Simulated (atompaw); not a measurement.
**What one change does to a pseudopotential (lanthanum, PAW (atompaw))**

| Quantity | Value |
| --- | --- |
| Element | La |
| Generator | atompaw 4.2.0.5 |
| Type | PAW |
| Functional | LDA (PW92) |
| Relativity | scalar-relativistic |
| Frozen core | [Kr] |
| Valence charge | 21 |
| Reference configuration | 4d10 4f0 5s2 5p6 5d0 6s0 6p0 (charge +3) |
| Partial waves | 5s (bound): rc 1.95 bohr; 6s (bound, empty): rc 2.20 bohr; 5p (bound): rc 2.20 bohr; 6p (bound, empty): rc 0.65 bohr; 4d (bound): rc 1.35 bohr; 5d (bound, empty): rc 2.20 bohr; 4f (bound, empty): rc 1.35 bohr; 4f channel at 3.25 Ry: rc 1.35 bohr |
| Local potential | bessel scheme, radius 1.50 bohr |
| Core correction | smooth core density matched at 1.10 bohr |
| Augmentation charge | sinc compensation charge, radius 1.65 bohr; PAW radius 2.20 bohr; waves and projectors: custom rrkj gramschmidtortho |

Change: local potential bessel scheme, radius 1.18 bohr.

Cutoffs: the cutoffs (Ry, on a coarse ladder) from which the occupation-weighted sum of valence levels, in a spherical-Bessel basis at the reference potential, stays within 10 and 1 mRy of its value at 400 Ry; they do not see the model core or the augmentation charge, which bear on the density cutoff.

What does the change do?

The potential gets neither clearly harder nor softer (90 Ry and 140 Ry → 90 Ry and 140 Ry); both files keep a bound ghost (p); the range in which the s phases agree narrows (upper end 0.8 → -0.6).

| quantity | base | changed |
| --- | --- | --- |
| cutoff, loose | 90 Ry | 90 Ry |
| cutoff, tight | 140 Ry | 140 Ry |
| bound ghosts | p | p |
| s: phases at 2.20 bohr within 0.05 rad from the reference energy up to (Ry; the scan ends near 5) | 0.8 | -0.6 |
| p: phases at 2.20 bohr within 0.05 rad from the reference energy up to (Ry; the scan ends near 5) | n/a | 2.5 |
| d: phases at 2.20 bohr within 0.05 rad from the reference energy up to (Ry; the scan ends near 5) | 4.0 | 4.2 |
| f: phases at 2.20 bohr within 0.05 rad from the reference energy up to (Ry; the scan ends near 5) | to the end of the scan | to the end of the scan |
| lowest overlap eigenvalue by channel | s 0.20, p 0.02, d 0.66, f 0.83 | s 0.14, p 0.00, d 0.61, f 0.86 |

 A true bound ghost makes a file unfit for plane-wave use even where its test errors are small: the radial tests pick states by their node count and pass the ghost by. The cutoffs see the waves, projectors and local potential, not the compensation charge or the core.
